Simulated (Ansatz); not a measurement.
**Relative stability**

The two ends of one reaction step of SiAsNH₈O, singlet (PBE0-D4/def2-TZVP).

A:

```
atom    x (Å)    y (Å)    z (Å)
 Si1   0.0477   0.8537  -0.4107
  O2  -0.7539  -1.4447   2.5950
  H3   0.6413   1.9791   0.3699
  H4  -1.2149   0.4582   0.2700
  N5  -0.3698   1.1886  -2.0415
  H6  -0.2733  -1.6469   1.7875
 As7   1.7002  -0.8356  -0.4701
  H8  -1.3997  -0.7857   2.3300
  H9   0.3453   1.3950  -2.7201
 H10  -1.2266   1.6731  -2.2552
 H11   1.8211  -0.8672   1.0467
 H12   0.6825  -1.9676  -0.5016
```

B:

```
atom    x (Å)    y (Å)    z (Å)
 Si1  -0.9587   1.1766   0.3676
  O2  -1.1518  -0.3078   1.0648
  H3   0.2413   1.6944   1.0672
  H4  -2.1348   2.0580   0.6010
  N5  -0.8088   1.0890  -1.3282
  H6   1.9975  -1.0964   1.3917
 As7   1.8128  -1.3669  -0.0892
  H8  -1.8360  -0.8612   0.6834
  H9   0.0010   0.6959  -1.7786
 H10  -1.3577   1.6682  -1.9389
 H11   3.1459  -2.0946  -0.2033
 H12   1.0493  -2.6550   0.1623
```

Computed with Ansatz 0.2.0 (basis: def2-TZVPP); correlated methods freeze the cores. Filled d shells of the heavier atoms are correlated. The def2 sets are not built for correlating such inner shells, so the correlated values are less sure here. B3LYP uses VWN-RPA correlation.

Problem. Which structure is lower at CCSD(T), and by how much? (An estimate is asked for; the value comes from the calculation.)

Solution. The calculation gives: B, by 84.2 kJ/mol (electronic energy, against the other). By their contacts, A is a complex of SiAsNH₆ ([NH2][SiH2][AsH2]) + H₂O and B is a complex of SiNH₅O ([NH2][SiH2][OH]) + AsH₃.

All methods give the same order:

```csv
method,E(B) − E(A) (kJ/mol)
SPW92,-74.8
PBE-D4,-67.5
BLYP-D4,-83.0
r2SCAN-D4,-81.2
B97M-V,-89.2
PBE0-D4,-71.9
B3LYP-D4,-85.8
r2SCAN0-D4,-82.0
BHLYP-D4,-92.5
CAM-B3LYP-D4,-93.2
wB97X-V,-85.5
wB97M-V,-86.2
B2PLYP,-86.6
PBE-QIDH,-78.8
RPA on PBE,-86.1
HF,-102.1
MP2,-83.5
CCSD,-86.8
CCSD(T),-84.2
```

No T1 diagnostic of these runs exceeds 0.011.

Labels in which every atom is bracketed show which atoms are joined, not bond orders.

For scale, one of the runs: CCSD(T)/def2-TZVPP, 264 basis functions, launched by `ansatz run in.yaml --threads 8 --pin off --events-out ev --progress --plain --max-ram 19148MiB`. Time: 2.4 min of wall clock on 8 CPU threads of an Arm Neoverse V2; the host was shared. Peak host memory: 6.5 GiB.
